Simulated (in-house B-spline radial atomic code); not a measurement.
Ionisation energies with and without relativity, with size and susceptibility from the Dirac run. Dirac energy differences include first-order Breit, QED and recoil terms. NIST's values go from ground level to ground level; the uncertainty of those that are theory runs from under 0.1 % in few-electron ions to several per cent in heavy many-electron ones. Computed with an all-electron radial atomic-structure program (B-spline basis): non-relativistic Hartree-Fock and Dirac-Hartree-Fock, averages of the configuration (point nuclei without relativity, finite nuclei with it).

Some pairs differ by more than the removed electron.

```json
{"ion": "La", "configuration": "[Xe] 5d1 6s2", "configuration after": "[Xe] 5d2", "ionisation non-relativistic (eV)": "3.883", "ionisation Dirac Breit and QED (eV)": "4.910", "tabulated value (eV)": "5.5769", "tabulated kind": "measured", "radius at density 0.001 (bohr)": "5.544", "diamagnetic susceptibility (10⁻⁶ cm³/mol)": "-79.984"}
{"ion": "Ce", "configuration": "[Xe] 4f1 5d1 6s2", "configuration after": "[Xe] 4f1 5d2", "ionisation non-relativistic (eV)": "4.007", "ionisation Dirac Breit and QED (eV)": "5.082", "tabulated value (eV)": "5.5386", "tabulated kind": "measured", "radius at density 0.001 (bohr)": "5.506", "diamagnetic susceptibility (10⁻⁶ cm³/mol)": "-78.096"}
{"ion": "Pr", "configuration": "[Xe] 4f3 6s2", "configuration after": "[Xe] 4f3 6s1", "ionisation non-relativistic (eV)": "4.307", "ionisation Dirac Breit and QED (eV)": "4.499", "tabulated value (eV)": "5.4702", "tabulated kind": "semi-empirical", "radius at density 0.001 (bohr)": "5.459", "diamagnetic susceptibility (10⁻⁶ cm³/mol)": "-76.266"}
{"ion": "Nd", "configuration": "[Xe] 4f4 6s2", "configuration after": "[Xe] 4f4 6s1", "ionisation non-relativistic (eV)": "4.357", "ionisation Dirac Breit and QED (eV)": "4.562", "tabulated value (eV)": "5.525", "tabulated kind": "measured", "radius at density 0.001 (bohr)": "5.429", "diamagnetic susceptibility (10⁻⁶ cm³/mol)": "-74.551"}
{"ion": "Pm", "configuration": "[Xe] 4f5 6s2", "configuration after": "[Xe] 4f5 6s1", "ionisation non-relativistic (eV)": "4.404", "ionisation Dirac Breit and QED (eV)": "4.623", "tabulated value (eV)": "5.58187", "tabulated kind": "measured", "radius at density 0.001 (bohr)": "5.4", "diamagnetic susceptibility (10⁻⁶ cm³/mol)": "-72.918"}
{"ion": "Sm", "configuration": "[Xe] 4f6 6s2", "configuration after": "[Xe] 4f6 6s1", "ionisation non-relativistic (eV)": "4.451", "ionisation Dirac Breit and QED (eV)": "4.682", "tabulated value (eV)": "5.643722", "tabulated kind": "measured", "radius at density 0.001 (bohr)": "5.372", "diamagnetic susceptibility (10⁻⁶ cm³/mol)": "-71.359"}
{"ion": "Eu", "configuration": "[Xe] 4f7 6s2", "configuration after": "[Xe] 4f7 6s1", "ionisation non-relativistic (eV)": "4.496", "ionisation Dirac Breit and QED (eV)": "4.741", "tabulated value (eV)": "5.670385", "tabulated kind": "measured", "radius at density 0.001 (bohr)": "5.345", "diamagnetic susceptibility (10⁻⁶ cm³/mol)": "-69.867"}
{"ion": "Gd", "configuration": "[Xe] 4f7 5d1 6s2", "configuration after": "[Xe] 4f7 5d1 6s1", "ionisation non-relativistic (eV)": "4.836", "ionisation Dirac Breit and QED (eV)": "5.196", "tabulated value (eV)": "6.1498", "tabulated kind": "measured", "radius at density 0.001 (bohr)": "5.325", "diamagnetic susceptibility (10⁻⁶ cm³/mol)": "-68.727"}
{"ion": "Tb", "configuration": "[Xe] 4f9 6s2", "configuration after": "[Xe] 4f9 6s1", "ionisation non-relativistic (eV)": "4.582", "ionisation Dirac Breit and QED (eV)": "4.856", "tabulated value (eV)": "5.8638", "tabulated kind": "measured", "radius at density 0.001 (bohr)": "5.292", "diamagnetic susceptibility (10⁻⁶ cm³/mol)": "-67.058"}
{"ion": "Dy", "configuration": "[Xe] 4f10 6s2", "configuration after": "[Xe] 4f10 6s1", "ionisation non-relativistic (eV)": "4.624", "ionisation Dirac Breit and QED (eV)": "4.913", "tabulated value (eV)": "5.939061", "tabulated kind": "measured", "radius at density 0.001 (bohr)": "5.266", "diamagnetic susceptibility (10⁻⁶ cm³/mol)": "-65.732"}
```
